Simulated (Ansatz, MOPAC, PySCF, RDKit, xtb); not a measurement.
Dimer: C2H2 (SMILES C#C) (first 4 atoms) with CH3I (SMILES CI); geometry from B3LYP-D3(BJ)/def2-TZVP, rigid monomers moved along the line of their centres of mass till C1···H8 is 3.59 Å.
(charge 0, multiplicity 1):
```xyz
9

C     -0.367    -0.094     0.767
C     -0.263    -1.055     0.059
H     -0.448     0.750     1.409
H     -0.176    -1.902    -0.576
C      1.891    -0.467     4.754
I      1.179     1.500     5.284
H      1.530    -1.152     5.511
H      1.487    -0.699     3.775
H      2.974    -0.422     4.740
```

Counterpoise-corrected where a basis set is named; no monomer relaxation. Rows marked so take none.

Correlated levels freeze the cores. Filled d and f shells under p-block atoms count as core. CBS(a, b) extrapolates the correlation energy as X⁻³ and adds the Hartree–Fock energy of set b. Rows in 3-21G carry no dispersion term and start afresh at each structure; the Pople sets are all-electron and without relativity. The state that AM1 reach isn't checked.

Run with Ansatz (a quantum-chemistry and plane-wave program) with Gaussian orbitals; MOPAC for AM1 (differences of heats of formation); PySCF for 3-21G rows, the dispersion terms; RDKit for the force fields; xtb for the GFN methods. Values without a source in brackets are computed. In def2 rows elements past Kr take small-core potentials, without spin–orbit coupling.

```
level                                                 interaction energy (meV)
----------------------------------------------------  ------------------------
MMFF94                                                                   -26.2
GFN-FF                                                                   -22.1
AM1                                                                       -7.9
GFN2-xTB                                                                 -39.5
HF/3-21G (no counterpoise)                                               -35.9
r2SCAN/def2-TZVPPD                                                         [?]
r2SCAN-D4/def2-TZVPPD                                                    -43.0
B3LYP/def2-TZVPPD                                                          [?]
MP2/CBS(def2-SVPD, def2-TZVPPD) + ΔCCSD(T)/def2-SVPD                     -42.6
```

Fill in the missing entries.


- r2SCAN/def2-TZVPPD, interaction energy (meV): -32.8
- B3LYP/def2-TZVPPD, interaction energy (meV): -19.1
